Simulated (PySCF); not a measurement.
C2H2O4, SMILES O=C(O)C(O)=O. Atoms are numbered in the order given.

```xyz
8

O     -0.9593    -1.4723     0.0000
C      0.1617    -0.7528     0.0000
O      1.2726    -1.2020     0.0000
C     -0.1617     0.7528     0.0000
O      0.9593     1.4723     0.0000
O     -1.2726     1.2020     0.0000
H     -0.6938    -2.4060     0.0000
H      0.6938     2.4060     0.0000
```
Charge 0, spin multiplicity 1.

Coordinates come from a ωB97X-D3(BJ)/def2-SVP optimisation. Other conformers were not sampled.

All values below come from PBE/def2-TZVP (PySCF).

ESP charges are fitted to the potential on shells at 1.4 to 2.0 van der Waals radii. Atomic charges (e):

```
atom  ESP fit  Löwdin
----  -------  ------
O1        [?]    0.16
C2        [?]   -0.52
O3        [?]    0.16
C4        [?]   -0.52
O5        [?]    0.16
O6        [?]    0.16
H7        [?]    0.20
H8        [?]    0.20
```

Fill in the missing entries. (The exact figures need the calculation; the answer reports its results.)


- O1, ESP fit: -0.51
- C2, ESP fit: 0.55
- O3, ESP fit: -0.46
- C4, ESP fit: 0.55
- O5, ESP fit: -0.51
- O6, ESP fit: -0.46
- H7, ESP fit: 0.42
- H8, ESP fit: 0.42

Give the Mayer and Wiberg (Löwdin basis) orders of the bonds. (Estimate from the structure and the level; the computed values follow.)


```csv
bond,Mayer,Wiberg
O1–C2,1.29,1.84
C2–O3,2.10,2.71
C2–C4,0.91,1.05
C4–O5,1.29,1.84
C4–O6,2.10,2.71
O1–H7,0.86,0.96
O5–H8,0.86,0.96
```
